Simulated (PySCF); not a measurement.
B(H)(Br)(OEt) (C₂H₆BBrO), SMILES CCOBBr. Atoms are numbered in the order given.

```xyz
11

B     -0.5381    -0.3340     0.1589
H     -1.3355    -1.2208     0.3489
Br     0.8086    -0.0088     1.4855
O     -0.5507     0.4310    -0.9301
C     -1.4905     0.2557    -1.9795
C     -0.8012    -0.2441    -3.2265
H     -2.2844    -0.4400    -1.6578
H     -1.9556     1.2379    -2.1585
H     -0.3646    -1.2409    -3.0629
H     -1.5203    -0.3146    -4.0562
H      0.0065     0.4404    -3.5242
```
Charge 0, spin multiplicity 1.

Geometry optimised at PBE0-D3(BJ)/def2-SVP. The structure was generated by enumeration, and PubChem lists no compound with its InChIKey, so it may never have been made. The values are those of a single conformer.

Two levels are set side by side: PBE/pcSseg-1 (PySCF) and PBE0/pcSseg-1 (PySCF). GIAO shifts against BF3 (¹¹B), H2O (¹⁷O), TMS (¹H), TMS (¹³C) at the same level; non-relativistic, no solvent, atoms listed together averaged. Without spin–orbit terms, shifts of atoms bonded to Cl or Br come out too high at both levels. Differences are taken from unrounded values.

```csv
quantity,PBE0
δ(¹¹B) of B1 (ppm),30.9
δ(¹H) of H2 (ppm),5.92
δ(¹⁷O) of O4 (ppm),227.7
δ(¹³C) of C5 (ppm),72.7
δ(¹³C) of C6 (ppm),21.5
```

Task: What does PBE give, and how far is it from PBE0? (The exact figures need the calculation; the answer reports its results.)

Result: 
```json
[
 {"quantity": "δ(¹¹B) of B1 (ppm)", "PBE": "30.3", "PBE minus PBE0": "-0.6"},
 {"quantity": "δ(¹H) of H2 (ppm)", "PBE": "6.04", "PBE minus PBE0": "0.12"},
 {"quantity": "δ(¹⁷O) of O4 (ppm)", "PBE": "247.9", "PBE minus PBE0": "20.2"},
 {"quantity": "δ(¹³C) of C5 (ppm)", "PBE": "75.6", "PBE minus PBE0": "2.9"},
 {"quantity": "δ(¹³C) of C6 (ppm)", "PBE": "21.9", "PBE minus PBE0": "0.3"}
]
```

Rough cost on one machine, each run with all the roots and properties that it gave: PBE0 against PBE within a factor of 2.
